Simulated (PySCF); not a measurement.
H₅Si₂, SMILES [SiH2][SiH3] (connectivity only; charge and spin as stated), charge +1, multiplicity 1. Atoms are numbered in the order given.

```xyz
7

Si     1.1901    -0.0164     0.0000
Si    -1.1574    -0.0024     0.0000
H      2.0130     0.0376    -1.2279
H      2.0130     0.0376     1.2279
H     -1.3239     1.4771     0.0000
H     -1.5803    -0.6450    -1.2590
H     -1.5803    -0.6450     1.2590
```
Charge +1, spin multiplicity 1.

The structure is a stationary point at r2SCAN-D4/def2-TZVP. The multiplicity is an assumed one; other spin states were not compared. The isomer is the one that the SMILES or the coordinates give; other isomers of the formula were not compared.

Two levels are set side by side: PBE/pcSseg-2 (PySCF) and PBE0/pcSseg-2 (PySCF). GIAO shifts against TMS (²⁹Si), TMS (¹H) at the same level; non-relativistic, no solvent, atoms listed together averaged. Differences are taken from unrounded values.

```json
[
 {"quantity": "δ(²⁹Si) of Si1 (ppm)", "PBE0": "514.8"},
 {"quantity": "δ(²⁹Si) of Si2 (ppm)", "PBE0": "-80.2"},
 {"quantity": "δ(¹H) of H3, H4 (ppm)", "PBE0": "9.99"}
]
```

Task: What does PBE give, and how far is it from PBE0? (Estimate from the structure and the level; the computed values follow.)

Result: 
| quantity | PBE | PBE minus PBE0 |
|---|---|---|
| δ(²⁹Si) of Si1 (ppm) | 536.2 | 21.4 |
| δ(²⁹Si) of Si2 (ppm) | -77.2 | 3.0 |
| δ(¹H) of H3, H4 (ppm) | 10.33 | 0.34 |

Rough cost on one machine, each run with all the roots and properties that it gave: PBE0 against PBE within a factor of 2.
